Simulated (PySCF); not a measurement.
PySCF input (M06-L/def2-TZVPD):

```python
from pyscf import gto, scf, dft

mol = gto.M(
    atom='''
    P    -0.18321895   -0.51575749    0.25921760
    O     1.30228208   -0.16355425   -0.31807012
    O    -0.88910258    0.96060963   -0.02928492
    H     1.29508314    0.45268916   -1.06392980
    H    -1.85223500    0.90723024   -0.04549401
    ''',
    basis='def2-tzvpd',
    charge=0,
    spin=1,
    verbose=4,
)

mf = dft.UKS(mol, xc='m06l').density_fit(auxbasis='def2-universal-jkfit')
mf.grids.level = 4
mf.conv_tol = 1e-9
mf.max_cycle = 100
mf.max_memory = 1500
mf.kernel()
if not mf.converged:
    mf = mf.newton()
    mf.kernel(mf.make_rdm1())
for _ in range(2):
    mo, _, stable, _ = mf.stability(return_status=True)
    if stable:
        break
    mf.kernel(mf.make_rdm1(mo, mf.mo_occ))
mf.analyze()
```

End of the output:

```
Extra cycle  E= -493.053658740266  delta_E= -3.27e-11  |g|= 1.78e-05  |ddm|= 4.11e-05
converged SCF energy = -493.053658740266  <S^2> = 0.75554065  2S+1 = 2.005533
uhf_internal: lowest eigs of H = [0.64298223 0.66358957 0.66838904]
<class 'pyscf.df.df_jk.DFUKS'> wavefunction is stable in the internal stability analysis
**** SCF Summaries ****
Total Energy =                        -493.053658740265917
Nuclear Repulsion Energy =             109.861225340564076
One-electron Energy =                 -899.127090481515097
Two-electron Energy =                  296.212206400685091
Two-electron Coulomb Energy =          337.420734914172670
DFT Exchange-Correlation Energy =      -41.208528513487565
HOMO-LUMO gap [eV] =                     1.576097561311069
**** MO energy ****
                             alpha | beta                alpha | beta
MO #1   energy= -76.8006992597652  | -76.7960559553102  occ= 1 | 1
MO #2   energy= -19.0002110362397  | -18.9970587203696  occ= 1 | 1
MO #3   energy= -18.9963989721412  | -18.9936810506891  occ= 1 | 1
MO #4   energy= -6.54787337129423  | -6.54534532523955  occ= 1 | 1
MO #5   energy= -4.66151272043719  | -4.65871158148686  occ= 1 | 1
MO #6   energy= -4.65822405317057  | -4.65359501033233  occ= 1 | 1
MO #7   energy= -4.65601094018142  | -4.64871179764937  occ= 1 | 1
MO #8   energy= -1.03323238459458  | -1.02643564410657  occ= 1 | 1
MO #9   energy= -0.998286572964841 | -0.992116826350176 occ= 1 | 1
MO #10  energy= -0.596972439854021 | -0.582088789566214 occ= 1 | 1
MO #11  energy= -0.511826775749753 | -0.507612180622687 occ= 1 | 1
MO #12  energy= -0.422911732011884 | -0.409128314327405 occ= 1 | 1
MO #13  energy= -0.381007085673    | -0.370254482316993 occ= 1 | 1
MO #14  energy= -0.339449026324639 | -0.327980643474333 occ= 1 | 1
MO #15  energy= -0.327162131276437 | -0.31354774164332  occ= 1 | 1
MO #16  energy= -0.292682898394529 | -0.273036906046368 occ= 1 | 1
MO #17  energy= -0.146398455804025 | -0.0884779382621161 occ= 1 | 0
MO #18  energy= -0.0218934103798587 | -0.0164350290244122 occ= 0 | 0
MO #19  energy= -0.00742140129038641 | -0.00395625402008458 occ= 0 | 0
MO #20  energy= 0.0342976169355737 | 0.0391128651429177 occ= 0 | 0
MO #21  energy= 0.0414168973491509 | 0.0540490996446507 occ= 0 | 0
MO #22  energy= 0.0575030267874373 | 0.0627317862184228 occ= 0 | 0
MO #23  energy= 0.0608643004113488 | 0.0662802721283451 occ= 0 | 0
MO #24  energy= 0.0837493364393148 | 0.0869664818177579 occ= 0 | 0
MO #25  energy= 0.0921350006099281 | 0.0927178395030532 occ= 0 | 0
MO #26  energy= 0.0956542530350609 | 0.0979866008459706 occ= 0 | 0
MO #27  energy= 0.128949353398484  | 0.133372328869918  occ= 0 | 0
MO #28  energy= 0.136533547012017  | 0.13960023495606   occ= 0 | 0
MO #29  energy= 0.170636014250857  | 0.175047118128189  occ= 0 | 0
MO #30  energy= 0.179587885075746  | 0.18592374253358   occ= 0 | 0
MO #31  energy= 0.192665213121534  | 0.196219009830691  occ= 0 | 0
MO #32  energy= 0.200274024263254  | 0.206000931827869  occ= 0 | 0
MO #33  energy= 0.221350519904656  | 0.222383260943292  occ= 0 | 0
MO #34  energy= 0.232040914505884  | 0.234362351052252  occ= 0 | 0
MO #35  energy= 0.247169518760711  | 0.250637198591061  occ= 0 | 0
MO #36  energy= 0.257270123516264  | 0.256884527820138  occ= 0 | 0
MO #37  energy= 0.262383551920917  | 0.267071707491914  occ= 0 | 0
MO #38  energy= 0.286038469342554  | 0.286134429607724  occ= 0 | 0
MO #39  energy= 0.291554510423306  | 0.293741395451093  occ= 0 | 0
MO #40  energy= 0.307650974263377  | 0.311433235010034  occ= 0 | 0
MO #41  energy= 0.318092254441882  | 0.32172293052269   occ= 0 | 0
MO #42  energy= 0.350746328785181  | 0.363773110434622  occ= 0 | 0
MO #43  energy= 0.363044702636994  | 0.36860227509252   occ= 0 | 0
MO #44  energy= 0.387126977369562  | 0.397209727716847  occ= 0 | 0
MO #45  energy= 0.399285314534643  | 0.40650605067658   occ= 0 | 0
MO #46  energy= 0.410736006073749  | 0.419825331243349  occ= 0 | 0
MO #47  energy= 0.423689680106984  | 0.428872082218372  occ= 0 | 0
MO #48  energy= 0.441430047248764  | 0.450471216883576  occ= 0 | 0
MO #49  energy= 0.471287413587255  | 0.470478011995922  occ= 0 | 0
MO #50  energy= 0.478364703931055  | 0.482878978819325  occ= 0 | 0
MO #51  energy= 0.489872439387102  | 0.495195664589835  occ= 0 | 0
MO #52  energy= 0.514628365615404  | 0.515104616387387  occ= 0 | 0
MO #53  energy= 0.552508622061016  | 0.558318469056612  occ= 0 | 0
MO #54  energy= 0.576750476037457  | 0.583910788852481  occ= 0 | 0
MO #55  energy= 0.592380274288188  | 0.610765499284307  occ= 0 | 0
MO #56  energy= 0.607265489319966  | 0.612029745984406  occ= 0 | 0
MO #57  energy= 0.621541056628698  | 0.631270187618324  occ= 0 | 0
MO #58  energy= 0.668320148373531  | 0.671180999048533  occ= 0 | 0
MO #59  energy= 0.689182069450397  | 0.691578266518341  occ= 0 | 0
MO #60  energy= 0.707438529302666  | 0.710300607283455  occ= 0 | 0
MO #61  energy= 0.728158781676199  | 0.726926860149056  occ= 0 | 0
MO #62  energy= 0.754402339416264  | 0.755106497163724  occ= 0 | 0
MO #63  energy= 0.76495158945847   | 0.766373892752021  occ= 0 | 0
MO #64  energy= 0.784269036395992  | 0.785885670201102  occ= 0 | 0
MO #65  energy= 0.798748751322477  | 0.799393129095747  occ= 0 | 0
MO #66  energy= 0.878315919971969  | 0.879040999071095  occ= 0 | 0
MO #67  energy= 0.921171547258835  | 0.920983240790506  occ= 0 | 0
MO #68  energy= 0.930210369311355  | 0.934470587589388  occ= 0 | 0
MO #69  energy= 1.04401123604044   | 1.0493681602701    occ= 0 | 0
MO #70  energy= 1.08588620348895   | 1.09155724853509   occ= 0 | 0
MO #71  energy= 1.29827729575738   | 1.31697706321499   occ= 0 | 0
MO #72  energy= 1.31430529504096   | 1.32882763413601   occ= 0 | 0
MO #73  energy= 1.32348720753307   | 1.34112326335764   occ= 0 | 0
MO #74  energy= 1.32981990525582   | 1.35045637517517   occ= 0 | 0
MO #75  energy= 1.3794839325621    | 1.39366707215757   occ= 0 | 0
MO #76  energy= 1.40516606050694   | 1.4310065577246    occ= 0 | 0
MO #77  energy= 1.43758914849506   | 1.45497328278448   occ= 0 | 0
MO #78  energy= 1.50958005790429   | 1.54068703943818   occ= 0 | 0
MO #79  energy= 1.53692754958587   | 1.54729768587507   occ= 0 | 0
MO #80  energy= 1.55992459929912   | 1.57735643884876   occ= 0 | 0
MO #81  energy= 1.61080522729359   | 1.6197891303681    occ= 0 | 0
MO #82  energy= 1.63080834390401   | 1.64328557460422   occ= 0 | 0
MO #83  energy= 1.67049939117372   | 1.67851396178013   occ= 0 | 0
MO #84  energy= 1.68459806791645   | 1.70264279597966   occ= 0 | 0
MO #85  energy= 1.69648190803331   | 1.71863836231386   occ= 0 | 0
MO #86  energy= 1.75825653589884   | 1.77648609070416   occ= 0 | 0
MO #87  energy= 1.81692711745594   | 1.83449067134812   occ= 0 | 0
MO #88  energy= 1.89550780665322   | 1.90355013626728   occ= 0 | 0
MO #89  energy= 1.94426004312162   | 1.95344933807826   occ= 0 | 0
MO #90  energy= 2.03389248443072   | 2.03810962064088   occ= 0 | 0
MO #91  energy= 2.07912570857548   | 2.09751829380061   occ= 0 | 0
MO #92  energy= 2.11494522754439   | 2.12435926766343   occ= 0 | 0
MO #93  energy= 2.14738926026718   | 2.15811023594564   occ= 0 | 0
MO #94  energy= 2.20830455309767   | 2.21626258442561   occ= 0 | 0
MO #95  energy= 2.22622852756216   | 2.2320404262004    occ= 0 | 0
MO #96  energy= 2.25208910527156   | 2.26206694651418   occ= 0 | 0
MO #97  energy= 2.43772027291423   | 2.43872995598465   occ= 0 | 0
MO #98  energy= 2.47015674730141   | 2.47210774496996   occ= 0 | 0
MO #99  energy= 2.50696196927072   | 2.50767000499065   occ= 0 | 0
MO #100 energy= 2.60761396004474   | 2.61106243309573   occ= 0 | 0
MO #101 energy= 2.68059550961977   | 2.68200184642398   occ= 0 | 0
MO #102 energy= 2.8324278462792    | 2.83549135735288   occ= 0 | 0
MO #103 energy= 2.89155350902518   | 2.90748973364773   occ= 0 | 0
MO #104 energy= 2.91482142958474   | 2.92905892544547   occ= 0 | 0
[...]
```

It need not be the lowest isomer of its formula.
